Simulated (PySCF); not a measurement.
## Correlation energy of Cu²⁺ (copper, charge +2)

[Ar] 3d8 4s1, high-spin 4F determinant (an excited configuration). Calculation: PySCF 2.14, in ANO-RCC-VTZP; the spin-free X2C one-electron Hamiltonian (Gaussian nucleus). Frozen: [Ne]; 17 electrons correlated.

```tsv
level	correlation energy (mhartree)
CCSD	-586.55
(T)	-7.80
CCSD(T)	-594.35
```

Diagnostics: T1 = 0.0073, D1 = 0.0155, largest double amplitude 0.017.

Problem. Is a single reference adequate?

Solution. Yes: T1 lies below 0.03 and no double amplitude reaches 0.07.
